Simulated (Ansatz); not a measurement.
Born–Oppenheimer molecular dynamics of H$_{6}$OS$_{2}$Si$_{2}$ (11 atoms, charge 0, multiplicity 1). It starts from a relaxed structure.

All numbers below come from RKS PBE0/STO-3G (Ansatz 0.2.0).

* ensemble: NVT, Langevin thermostat
* time step: 0.5 fs
* steps asked: 451
* set temperature: 300 K
* friction: 0.01 /fs
* seed: 697931

First frame:

```xyz
11
Properties=species:S:1:pos:R:3
O -1.129 2.218 1.020
Si 0.184 1.165 1.381
Si 0.682 -0.330 -0.246
S -1.010 -1.572 -0.656
S -0.239 -2.798 -2.171
H -1.934 1.596 0.990
H 1.311 2.045 1.590
H -0.057 0.445 2.618
H 1.096 0.337 -1.464
H 1.805 -1.146 0.170
H -0.644 -2.018 -3.211
```

**Question.** How far do the bonds stretch over the last three quarters of this one trajectory? (Pairs bonded in most of those frames.)

**Answer.** 
```
   bond  mean (Å)  spread (Å)  shortest  longest
 O1–Si2     1.725       0.028      1.67     1.78
  O1–H6     1.019       0.017      0.97     1.07
Si2–Si3     2.260       0.029      2.20     2.32
 Si2–H7     1.448       0.034      1.38     1.52
 Si2–H8     1.454       0.035      1.39     1.52
 Si3–S4     2.143       0.019      2.10     2.18
 Si3–H9     1.449       0.013      1.42     1.49
Si3–H10     1.454       0.045      1.36     1.55
  S4–S5     2.099       0.018      2.07     2.14
 S5–H11     1.365       0.034      1.31     1.43
```

Mean temperature of the second half: 248 K. The mean temperature of the second half is 17 % below the set value. A run of 0.23 ps of so small a system gives no equilibrium averages. Limits of this set-up: minimal basis.

The run took 18 min on 1 thread of Arm Neoverse V2 (shared host), peak memory 0.12 GiB.
